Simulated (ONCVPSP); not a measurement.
## Pseudopotential generation for gallium (Ga): ONCV, PW91, scalar-relativistic.

```
Element                 : gallium
Generator               : ONCVPSP 4.0.1
Type                    : optimised norm-conserving Vanderbilt (ONCV)
Functional              : PW91
Relativity              : scalar-relativistic
Frozen core             : [Ne] 3s2
Valence charge          : 19
Reference configuration : 3p6 3d10 4s1.75 4p1.25
Partial waves           : 4s: rc 1.55 bohr, ncon 4, nbas 8, qcut 3.7 1/bohr, 1 projector; 3p+4p: rc 1.00 bohr, ncon 4, nbas 7, qcut 14.1 1/bohr, 2 projectors; 3d: rc 1.35 bohr, ncon 3, nbas 8, qcut 10.2 1/bohr, 2 projectors, debl 2.6 Ha; f scattering state at 0.3 Ha: rc 1.40 bohr, ncon 4, nbas 7, qcut 7.3 1/bohr, 2 projectors, debl 1.2 Ha
Local potential         : polynomial inside 0.80 bohr (lpopt 3, dvloc0 0 Ha)
Core correction         : Teter function, fcfact 3, rcfact 1.7
```

Calculated quality:

```
Cutoffs needed             : 58 Ha and 70 Ha (the cutoffs (Ha) at which the residual kinetic energy of the hardest occupied pseudo-wave falls to 1 and 0.1 mHa per electron)
Ghost test                 : ghosts flagged at negative energy: s at -146.8 eV; no localised positive-energy state flagged; a true bound ghost makes a file unfit for plane-wave use
Configuration tests        : 1 of 4 tests not solved or not reliable
rms error of d²Exc/dni dnj : 2.70 mHa without and 0.75 mHa with the model core
```

Generation and tests took about 5 s on one core of a shared server CPU.
